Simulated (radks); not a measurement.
The promethium ion Pm7+ is in [Kr] 4d10 4f(5/2: 1, 7/2: 0) 5s2 5p(1/2: 2, 3/2: 3). Method: Dirac Kohn-Sham, PBE, spin-unpolarised, spherical densities, finite nucleus; Fermi nuclear charge, rms radius of each element as measured or else 0.836 A^(1/3) + 0.57 fm; computed with a radial shooting solver on a logarithmic mesh with Libxc functionals. Sub-shells are occupied by j as written (lower j first in brackets). One electron is removed from 5p1/2, 5s1/2, 4f5/2, 5p3/2 in turn, with full relaxation. Which removal costs least, and what does each cost?

Answer. 5p3/2 117.79 eV; 5p1/2 123.25 eV; 4f5/2 126.40 eV; 5s1/2 144.27 eV. The 5p3/2 electron leaves first.
